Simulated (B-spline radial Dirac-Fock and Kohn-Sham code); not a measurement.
Cross section and asymmetry of the 5p1/2 subshell of Ce⁴⁺

System: the Ce⁴⁺ ion in the configuration [Kr] 4d10 5s2 5p6. The computed 5p1/2 threshold is 67.88 eV; without correlation, outer thresholds are uncertain by 1 to 2 eV.

These are calculated numbers from a radial atomic solver; the model is a relativistic central-field model (Hartree-Slater potential of the initial state, Latter tail, multipole expansion of the photon field, Dirac-Fock thresholds). Interchannel coupling and autoionising resonances are not included, so magnitudes near threshold are approximate.

Problem. How do σ and β run from threshold to 400 eV kinetic energy?

Solution. The cross section shows no minimum in this range. It is largest at the lowest energy, 0.346 Mb. β ranges from -0.13 (at 42.8 eV) to 1.44.

```
kinetic energy (eV)  σ (Mb)      β
                1.5   0.346   1.09
                2.3   0.333   1.03
                3.7   0.315   0.94
                5.7   0.289   0.81
                9.0   0.254   0.63
               14.0   0.213   0.40
               21.9   0.169   0.13
               34.2   0.128  -0.09
               53.5  0.0969  -0.09
               83.7  0.0735   0.19
              130.9  0.0516   0.60
              204.6  0.0359   0.99
              319.9  0.0257   1.32
```
